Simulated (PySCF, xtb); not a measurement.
B(H)(NHMe)2 (C2H9BN2), SMILES CNBNC.

The structure is a stationary point at PBE0-D3(BJ)/def2-SVP. The structure was generated by enumeration, and PubChem lists no compound with its InChIKey, so it may never have been made. Other conformers were not sampled.

The numbers are results of PySCF 2.14.0 with IEF-PCM-ωB97X/def2-SVP, not measurements.

The values are the electrostatic part of the solvation free energy, E(continuum) − E(gas) at the gas-phase geometry, in a cavity of scaled van der Waals radii (PySCF's table); cavitation and dispersion terms are not included. In vacuum the orbital gap is 12.46 eV. The dipole moment in vacuum is 1.34 D.

```tsv
solvent	ε	ΔG(elec) (kcal/mol)	dipole (D)	gap (eV)
water	78.36	-3.3	1.78	12.60
toluene	2.37	___	___	___
diethylether	4.24	-2.2	1.63	12.62
```

**Question.** Some entries are withheld; supply them. (Estimate from the structure and the level; the computed values follow.)

**Answer.** 
- toluene, ΔG(elec) (kcal/mol): -1.5
- toluene, dipole (D): 1.53
- toluene, gap (eV): 12.57

For comparison, GFN2-xTB/ALPB(water) (xtb, at the GFN2-xTB geometry, all terms of that model) gives -2.8 kcal/mol.
